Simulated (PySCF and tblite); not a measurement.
Values are calculated unless marked as measured or tabulated.
System: C5H13GeN, numbered as in [CH3:1][CH2:2][GeH2:3][C@@H:4]1[CH2:5][CH2:6][NH:7]1.

For the pyramidal inversion at N7: electronic barrier 5.67 kcal/mol, zero-point change -1.23 kcal/mol, thermal and entropy terms at 200 K a further 0.13 kcal/mol (symmetry numbers apart). The minimum is C1, the saddle C1. The path came from a restrained scan, a climbing-image band and a saddle search at GFN2-xTB; energies are PBE0/pcSseg-1 + D3(BJ), IEF-PCM benzene//GFN2-xTB, thermal terms GFN2-xTB. Rate constants are transition-state-theory values, counting equivalent paths, without tunnelling. (PySCF 2.14 with density fitting, tblite 0.8.)

(1) How many equivalent paths lead out of the minimum?

(2) Work out the rate at 200 K.

Spin–orbit effects of heavy atoms on shieldings are missing.

Results:

(1) 1: the symmetry number of the minimum is 1, that of the saddle displaced along its mode 1.

(2) ΔG‡ = 4.57 kcal/mol; k_B T/h = 4.2×10¹² s⁻¹; exp(−ΔG‡/RT) = 1×10⁻⁵; times 1 gives k = 4.2×10⁷ s⁻¹.
